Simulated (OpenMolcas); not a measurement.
**Gd3+: effect of the metal basis and ligand basis**

Gd3+ with 6 ligands (oxide) in octahedral coordination (Oh) at 2.32 Å. A charge of +1.5 e stands 2.8 Å behind each ligand.

* Program: OpenMolcas
* Method: CASSCF
* Spin-orbit coupling: state interaction with AMFI integrals over the reference wave functions

Fixed: active space 7 electrons in 7 orbitals (4f), DKH2 Hamiltonian.

States (labels of O, the rotations of Oh). Energies in cm-1 above the lowest state or level, χT in cm3 K/mol.

| Run | Metal basis | Ligand basis | Ground state | χT at 300 K | Cost |
| --- | --- | --- | --- | --- | --- |
| A | ANO-RCC-VDZP | ANO-RCC-VDZP | 8A1 | 7.851 | roughly 80 core-seconds |
| B | ANO-RCC-VTZP | ANO-RCC-VTZP | 8A1 | 7.852 | roughly 4 core-minutes |

Costs are those of the RASSCF and RASSI steps.

No quartet enters the spin-orbit mixing, so the splitting and order within the octet and the sextets are unsound, and g values and χT are rough. The oxide ions are held by bare point charges, a crude embedding. No measured value stands beside these numbers; the geometry is a model, was not optimised and need not be the one that this ion takes.
